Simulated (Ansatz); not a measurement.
A series at Hf: from `[OH][Hf]([OH])([OH])[OH]`, ligands are replaced one by one, each step taking up H–F and setting free H₂O; n counts the steps. Ansatz, PBE0-D4/def2-TZVP geometries. Each molecule was computed in one conformer, which needn't be the lowest.

```
n                    molecule  zero-point energy, PBE0-D4/def2-TZVP (kJ/mol)
0  `[OH][Hf]([OH])([OH])[OH]`                                          126.3
1   `[OH][Hf]([OH])([OH])[F]`                                              ?
2    `[OH][Hf]([OH])([F])[F]`                                           74.4
3     `[OH][Hf]([F])([F])[F]`                                           47.7
4      `[F][Hf]([F])([F])[F]`                                           20.8
```

Task: By hand: fit a straight line y = ȳ + b (n − n̄) to the 4 given rows and predict n = 1.

Result: n̄ = 2.250, ȳ = 67.30; Σ(n − n̄)(y − ȳ) = -230.60, Σ(n − n̄)² = 8.750, so b = -26.35 kJ/mol a step. Prediction: 67.30 + (-26.35) × (-1.250) = 100.2 kJ/mol.

Task: By hand: compare with the computed value, 100.9 kJ/mol, and give the steps along the whole series.

Result: The line misses by 0.7 kJ/mol (computed minus predicted). Steps: -25.4, -26.5, -26.7, -26.9 kJ/mol.

The steps differ by at most 1.5 kJ/mol, 6 % of a mean step, so the ligands' effects nearly add and a line is close. The miss is 0.7 % of the series' range.
